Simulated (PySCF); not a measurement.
**Nitrogen: a sound run and one with changed settings**

Sound run: N+ [He] 2s2 2p2, N(2+) [He] 2s2 2p1. Calculation: PySCF 2.14, in def2-TZVP (5s3p2d1f, 31 functions); no relativity, point nucleus. In the sound run the correlated levels freeze 1s2. The sound run starts from symmetry-adapted Hartree-Fock orbitals and uses a fine grid where one is needed.

Changed run: basis STO-3G. This setting is unsound on purpose.

| species | method | sound run (hartree) | changed run (hartree) | converged |
| --- | --- | --- | --- | --- |
| N+ | UHF | -53.89200 | -53.24264 | yes |
| N+ | TPSS | -54.07434 | -53.41212 | yes |
| N+ | B3LYP | -54.06552 | -53.39262 | yes |
| N+ | MP2 | -53.96240 | -53.25331 | yes |
| N+ | CCSD(T) | -53.98519 | -53.26332 | yes |
| N(2+) | UHF | -52.81858 | -52.12682 | yes |
| N(2+) | TPSS | -52.97779 | -52.27618 | yes |
| N(2+) | B3LYP | -52.96301 | -52.25068 | yes |
| N(2+) | MP2 | -52.87400 | -52.14900 | yes |
| N(2+) | CCSD(T) | -52.90193 | -52.16878 | yes |

Ionisation energy of N+:

| method | sound run (eV) | changed run (eV) |
| --- | --- | --- |
| UHF | 29.209 | 30.363 |
| TPSS | 29.838 | 30.910 |
| B3LYP | 30.001 | 31.074 |
| MP2 | 29.617 | 30.050 |
| SCS-MP2 | 29.484 | 29.987 |
| CCSD | 29.462 | 29.784 |
| CCSD(T) | 29.477 | 29.784 |

A minimal basis cannot let orbitals breathe on ionisation and holds almost no correlation.

For comparison, NIST gives 29.601 eV between the lowest levels.
